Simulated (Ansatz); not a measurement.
`[F][GeH]([SH])[Cl]` + H–F → `[F][GeH]([F])[Cl]` + H₂S at 700 K and 1 bar (ligand exchange at a Ge–S bond).

Isolated molecules relaxed with PBE0-D4/def2-TZVP in Ansatz; ΔE leaves out vibrations. CCSD(T)/CBS adds triple-zeta CCSD(T) − MP2 to the extrapolated MP2 energy (def2 sets, frozen cores). This one scheme is used for every species. For Ge outer-core shells are correlated without core-valence functions, which leaves a few kJ/mol of doubt a bond. Scalar relativity is left out up to krypton. Each species was taken in one conformer, which may not be the lowest.

| species | CCSD(T)/CBS energy (Eh) | H − E (kJ/mol) | S (J/(mol·K)) |
| --- | --- | --- | --- |
| `[F][GeH]([SH])[Cl]` | -3034.76350 | 116.5 | 429.0 |
| H–F | -100.39570 | 45.2 | 198.5 |
| `[F][GeH]([F])[Cl]` | -2736.19042 | 88.4 | 388.8 |
| H₂S | -398.97279 | 64.8 | 236.9 |

H − E and S are ideal-gas, rigid-rotor, harmonic terms from PBE0-D4/def2-TZVP, for one conformer and one mirror image of each species. 1 Eh = 2625.50 kJ/mol, R = 8.31446 J/(mol·K).

Question: By hand: ΔE, ΔH, ΔS and ΔG.

Answer: ΔE = (-2736.19042) + (-398.97279) − (-3034.76350) − (-100.39570) = -0.00401 Eh = -10.5 kJ/mol. Δ(H − E) = 88.4 + 64.8 − 116.5 − 45.2 = -8.5, so ΔH = -19.0 kJ/mol. ΔS = 388.8 + 236.9 − 429.0 − 198.5 = -1.8 J/(mol·K). ΔG = -19.0 − 700 × (-1.8)/1000 = -17.7 kJ/mol.

Question: By hand: the equilibrium constant, and the temperature at which ΔG would vanish if ΔH and ΔS stayed fixed.

Answer: log₁₀ K = −ΔG/(RT ln 10) = 1.3. ΔG = 0 at ΔH/ΔS = 10556 K, far beyond where these terms or the molecules hold.

The number of gas molecules stays the same, so ΔS is small and ΔH decides. A doubt of 5 kJ/mol in ΔE shifts log₁₀ K by 0.4 here. Other conformers and mirror images would add mixing entropy, several J/(mol·K) or more a flexible species. These are equilibria of isolated gas molecules and say nothing of rates. Largest T1 diagnostic: 0.012 (customary marks: 0.02 for closed shells, 0.045 for open ones).
